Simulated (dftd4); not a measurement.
C$_{4}$H$_{12}$O$_{4}$Ti, singlet, at a GFN2-xTB geometry (such geometries of metal compounds can be far from the true shape); D4 for wb97x (dftd4).

Here is a job for dftd4.
```
$ dftd4 mol.xyz --func wb97x --charge 0 --json dftd4.json --noedisp --property

# file mol.xyz
21

Ti     0.19602624    -0.03307698     0.08517431
O     -1.51939867     0.14731289     0.35357079
C     -1.98994423     0.64490125     1.57025692
H     -1.59867019     1.66230384     1.74866106
H     -3.08982221     0.68845792     1.54398018
H     -1.68060457    -0.00915351     2.40409188
O      0.33180974    -0.84766475    -1.42954178
C     -0.42435284    -0.66480244    -2.58306497
H      0.01990371     0.11992038    -3.21776086
H     -0.44832220    -1.60085573    -3.16140320
H     -1.46054878    -0.38028409    -2.32597764
O      0.88996103    -0.95604241     1.37931825
C      0.88730172    -2.34777466     1.38082381
H      1.41376826    -2.74208824     0.49486502
H      1.39712590    -2.71598517     2.28409083
H     -0.14871883    -2.73233309     1.38303900
O      0.89298050     1.55622209     0.11421783
C      0.65260328     2.51505484    -0.86437782
H     -0.40364078     2.48363879    -1.19361958
H      0.86303675     3.51669816    -0.45871038
H      1.30744687     2.35447787    -1.73743967
```

What the program printed (banner, timings and long lists left out):

```
                    ____  _____ _____     ____  _  _
      -------------|  _ \|  ___|_   _|---|  _ \| || |------------
     |             | | | | |_    | | ___ | | | | || |_           |
     |             | |_| |  _|   | ||___|| |_| |__   _|          |
     |             |____/|_|     |_|     |____/   |_|            |
     |             ===================================           |
     |            E. Caldeweyher, S. Ehlert & S. Grimme          |
     |          Mulliken Center for Theoretical Chemistry        |
     |                    University of Bonn                     |
      -----------------------------------------------------------

Rational (Becke-Johnson) damping: wb97x-D4-ATM
---------------------
  s6         1.0000
  s8         0.5093
  s9         1.0000
  a1         0.0662
  a2         5.4487
 alp        16.0000
--------------------

Atomic data, radii in Ångström:
------------------------------------------------------
   Z          R(cov)      r4/r2   hardness         EN
------------------------------------------------------
  22 Ti       1.6267     3.3274     0.2174     1.5400
   8 O        0.8400     1.3725     0.5869     3.4400
   6 C        1.0000     1.6431     0.4220     2.5500
   1 H        0.4267     1.0622     0.4726     2.2000
------------------------------------------------------

Atomic reference systems (in atomic units):
----------------------------------------------------------------------------
   Z        #      CN     q+Z       C6(AA)   #      CN     q+Z       C6(AA)
----------------------------------------------------------------------------
  22 Ti     1  0.0000 22.0000    1412.2785   2  1.6228 22.3226     236.3123
            3  3.4328 22.5351     214.7539   4  4.4385 22.9040      88.5341
   8 O      1  0.0000  8.0000      15.5711   2  0.8042  7.6453      20.8489
            3  1.6112  7.4012      24.8631   4  0.9798  8.0000      14.9880
   6 C      1  0.0000  6.0000      49.3833   2  0.9189  5.8288      52.1688
            3  1.9079  5.8579      35.6972   4  2.8312  5.7775      35.8445
            5  3.7487  5.7435      28.6317   6  2.9183  5.8956      32.2504
            7  0.8556  6.2103      25.6194
   1 H      1  0.0000  1.0000       7.6362   2  0.8942  1.0000       3.0374
----------------------------------------------------------------------------

Atomic properties (in atomic units):
----------------------------------------------------------------------------
     #    Z              CN          q      C6(AA)        C8(AA)   alpha(0)
----------------------------------------------------------------------------
     1   22 Ti       3.9053     1.6033    138.0439    16373.8840    23.9928
     2    8 O        1.5777    -0.6247     25.6269      517.1651     6.8442
     3    6 C        3.9054    -0.0788     24.5745      710.7359     7.1341
     4    1 H        0.9225     0.0980      1.8036       21.8030     2.1003
     5    1 H        0.9230     0.1085      1.7093       20.6621     2.0446
     6    1 H        0.9226     0.0993      1.7916       21.6580     2.0933
     7    8 O        1.5782    -0.6379     25.9502      523.6889     6.8873
     8    6 C        3.8113    -0.0767     24.5775      710.8254     7.1430
     9    1 H        0.9228     0.0945      1.8364       22.1987     2.1192
    10    1 H        0.9231     0.1087      1.7078       20.6439     2.0437
    11    1 H        0.9225     0.0991      1.7939       21.6851     2.0946
    12    8 O        1.5781    -0.6195     25.4981      514.5659     6.8270
    13    6 C        3.8899    -0.0757     24.5157      709.0377     7.1264
    14    1 H        0.9227     0.1016      1.7706       21.4042     2.0810
    15    1 H        0.9231     0.1111      1.6870       20.3925     2.0312
    16    1 H        0.9224     0.0947      1.8347       22.1787     2.1183
    17    8 O        1.5782    -0.6197     25.5040      514.6838     6.8278
    18    6 C        3.8704    -0.0808     24.6287      712.3052     7.1442
    19    1 H        0.9222     0.0872      1.9072       23.0547     2.1597
    20    1 H        0.9231     0.1102      1.6953       20.4935     2.0362
    21    1 H        0.9227     0.0977      1.8060       21.8310     2.1016
----------------------------------------------------------------------------

Molecular properties (in atomic units):
----------------------------------------
 molecular C6                4524.4754
 molecular C8              142022.9473
----------------------------------------

Dispersion energy:      -3.7787134827863E-02 Eh

[Info] JSON dump of results written to 'dftd4.json'
```
